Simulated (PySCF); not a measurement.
Two species compared at the same levels of theory.

First species: C6H16N2.
SMILES: `CCN(N)C(C)(C)C`

Second species: C₂H₇OP.
InChI=1S/C2H7OP/c1-4(2)3/h4H,1-2H3

Levels: PBE0/pcSseg-1 for dipole moment, HOMO energy, LUMO energy and HOMO–LUMO gap; GFN2-xTB for rotational constant A and rotational constant C. Geometries: GFN2-xTB. Each structure is a single optimised conformer of the isolated species, non-relativistic unless stated; the electronic structure was computed with PySCF and density fitting.

Dipoles, sizes and rotational constants follow the conformer. The torsions of the flexible species, by atom-mapped SMILES:
- `[CH3:1][CH2:2][N:3]([NH2:4])[C:5]([CH3:6])([CH3:7])[CH3:8]`: C1–C2–N3–N4 -71°, C2–N3–C5–C6 -61°, H–N4–N3–C2 78°, H–N4–N3–C2 -41°

```json
{"property": "dipole moment", "column X": "4.10 D", "column Y": "1.44 D"}
{"property": "HOMO energy", "column X": "-7.64 eV", "column Y": "-6.20 eV"}
{"property": "LUMO energy", "column X": "1.10 eV", "column Y": "1.29 eV"}
{"property": "HOMO–LUMO gap", "column X": "8.74 eV", "column Y": "7.49 eV"}
{"property": "rotational constant A", "column X": "6.923 GHz", "column Y": "2.894 GHz"}
{"property": "rotational constant C", "column X": "3.781 GHz", "column Y": "1.283 GHz"}
```

Problem. Which column belongs to which species?

Solution. Column X is the second species and column Y the first. The first has 24 atoms and 66 electrons, the second 11 and 42.

Problem. How does each property change from the first species to the second?

Solution. dipole moment +2.66 D; HOMO energy -1.44 eV; LUMO energy -0.19 eV; HOMO–LUMO gap +1.25 eV; rotational constant A +4.029 GHz; rotational constant C +2.498 GHz.

On the first: In atomic units the dipole is 0.57 e·bohr (1 au = 2.5417 D).

On the second: In atomic units the dipole is 1.61 e·bohr (1 au = 2.5417 D). A dipole of 4.10 D is allowed in Cs, and pure rotational transitions are dipole-allowed.
